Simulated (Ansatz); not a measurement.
Ideal-gas functions of `[NH2][Ga]([SH])[SH]` at 298.15 K and 1 bar, from an Ansatz frequency run at PBE0-D4/def2-TZVP.

Molar mass 151.9 g/mol, point group Cs (symmetry number 1), electronic degeneracy 1, moments of inertia 125.846, 245.961, 371.739 u Å². Harmonic wavenumbers (cm⁻¹, unscaled): 95, 115, 123, 148, 178, 227, 342, 374, 431, 664, 719, 722, 765, 1561, 2722, 2724, 3622, 3729.

Use S(trans) = R[1.5 ln M + 2.5 ln T − 1.1517]; rotational temperatures θ = 24.2544 K / I; S(rot) = R[ln(√π/σ · √(T³/θAθBθC)) + 1.5]; for each mode x = 1.438777 ν̃/T, S = R[x/(eˣ − 1) − ln(1 − e⁻ˣ)] and H = RT x/(eˣ − 1); 1 cm⁻¹ = 0.0119627 kJ/mol; R = 8.31446 J/(mol·K).

**Question.** By hand: the entropy, in J/(mol·K).

**Answer.** Translation 171.5. Rotation: θ = 0.1927, 0.0986, 0.0652 K, giving 116.1. Vibration, mode by mode: 14.87, 13.32, 12.77, 11.29, 9.83, 7.96, 5.03, 4.45, 3.58, 1.47, 1.19, 1.18, 0.99, 0.04, 0.00, 0.00, 0.00, 0.00, in all 88.0. Electronic 0.0. Sum 375.6 J/(mol·K).

**Question.** By hand: H − E and G − E in kJ/mol, counted from the electronic energy.

**Answer.** Zero-point energy ½ × 19261 × 0.0119627 = 115.2; thermal vibration 14.0; translation, rotation and pV give 4 RT = 9.9. H − E = 139.1 kJ/mol, and G − E = 139.1 − 298.15 × 375.6/1000 = 27.1 kJ/mol.

Vibration gives 23 % of the entropy, 52.2 J/(mol·K) of it from the modes under 150 cm⁻¹: soft modes count most, and the harmonic formula is weakest for them. The sum counts one conformer and one mirror image; others add a mixing term.
